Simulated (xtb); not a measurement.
hydronium (H₃O), SMILES [OH3+], charge +1. All values are semi-empirical tight-binding results from xtb (GFN2-xTB unless named), good for trends rather than for accurate numbers. Coordinates come from a GFN2-xTB optimisation.

Optimised geometry:

Bonded distances (Å): O1–H2 0.984, O1–H3 0.984, O1–H4 0.984. Bond angles (°): H2–O1–H3 112.0, H2–O1–H4 112.0, H3–O1–H4 112.0.
Charge +1, spin multiplicity 1.

Computed properties:
The point group as xtb finds it comes out as C3v. The orbital gap comes out as 13.85 eV and the zero-point energy comes out as 19.3 kcal/mol. The G − E(el) at 298.15 K (modified RRHO) comes out as 7.9 kcal/mol and the static polarisability (D4 model) comes out as 9.0 bohr³. The solvation energy, GFN2-xTB/ALPB(water) is -101.6 kcal/mol and the solvation energy, GFN2-xTB/ALPB(toluene) is -60.4 kcal/mol.

Question: Give the IR lines (harmonic; lines under 4 % of the strongest left out, lines within 3 cm⁻¹ merged). (Estimate from the structure and the level; the computed values follow.)

Answer: ν (cm⁻¹): 957 (vs), 1355 (s), 3258 (vs), 3318 (w) (against the strongest line: vs over 80 %, s over 45 %, m over 15 %, w over 4 %, vw less)

Computed atomic charges:
charges (e) O1 -0.31, H2 0.44, H3 0.44, H4 0.44.
